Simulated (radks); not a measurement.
Task: These are the eigenvalues of the occupied orbitals of an atom or ion with whole-number occupations (hartree). Method: Dirac Kohn-Sham, PBE, spin-unpolarised, spherical densities, finite nucleus; Fermi nuclear charge, rms radius of each element as measured or else 0.836 A^(1/3) + 0.57 fm; computed with a radial shooting solver on a logarithmic mesh with Libxc functionals.

1s1/2: -3322.738
2s1/2: -668.6556
2p1/2: -646.2552
2p3/2: -565.6213
3s1/2: -225.9773
3p1/2: -216.0745
3p3/2: -197.4291
3d3/2: -181.4997
3d5/2: -177.4805
4s1/2: -107.6161
4p1/2: -103.2915
4p3/2: -97.10856

Which element is it, and in what charge state? The configuration may be excited. Open shells, if any, fill j = l - 1/2 first.

Result: Z = 82, lead, charge +48: Pb48+ in [Ar] 3d10 4s2 4p4. The list shows which subshells hold electrons but not how many an open one holds; the 1s level, -3322.7 hartree, gives Z - s = 81.5 by -(Z - s)^2/2, which with screening and relativity narrows Z to a few neighbours, and the depths of the outer levels then fix element, charge and occupations together.
